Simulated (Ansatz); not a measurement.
Conformers of CH₅BSe₂ (`CB([SeH])[SeH]`), each relaxed with PBE0-D4/def2-TZVP in Ansatz. CBS adds the triple-zeta coupled-cluster correction to the MP2 limit.

Outer-core shells of Se are correlated without core-valence functions. Scalar relativity is left out up to krypton. Spin–orbit coupling is left out.

Not all of them had a frequency check.

Conformer A:

Z-matrix (Å, degrees):
```
C
B 1 1.564
H 1 1.095 2 110.2
H 1 1.092 2 113.7 3 -121.4
H 1 1.095 2 110.3 3 117.2
Se 2 1.934 1 118.5 3 121.1
Se 2 1.936 1 122.8 3 -58.9
H 6 1.470 2 98.0 1 -180.0
H 7 1.470 2 95.9 1 -0.0
```

Conformer B:

```xyz
9

C    -0.320   -0.657    0.598
B     0.205    0.449   -0.373
Se    2.060    1.019   -0.411
Se   -0.933    1.317   -1.684
H    -1.373   -0.526    0.857
H    -0.234   -1.628    0.094
H     0.260   -0.724    1.521
H     2.490    0.144    0.687
H    -2.155    0.606   -1.289
```

(1) Which is lowest in electronic energy at CCSD(T)/CBS (frozen core, def2 sets), and by how much? (Best estimate.)

(2) Give the energies relative to A (kJ/mol) with PBE-D4/def2-TZVPP, B3LYP-D4/def2-TZVPP, ωB97X-V/def2-TZVPP, r2SCAN/def2-TZVPP, B3LYP/def2-TZVPP, MP2/def2-TZVPP, CCSD/def2-TZVPP. (Best estimate.)

Answers

(1) Computed: A; B lies 2.9 kJ/mol higher.

(2) Ansatz gave: 
| level | B |
| --- | --- |
| PBE-D4/def2-TZVPP | 3.3 |
| B3LYP-D4/def2-TZVPP | 3.5 |
| ωB97X-V/def2-TZVPP | 3.3 |
| r2SCAN/def2-TZVPP | 3.5 |
| B3LYP/def2-TZVPP | 3.4 |
| MP2/def2-TZVPP | 3.1 |
| CCSD/def2-TZVPP | 3.2 |

B3LYP here is the variant with VWN-RPA as its local correlation; programs differ in this.
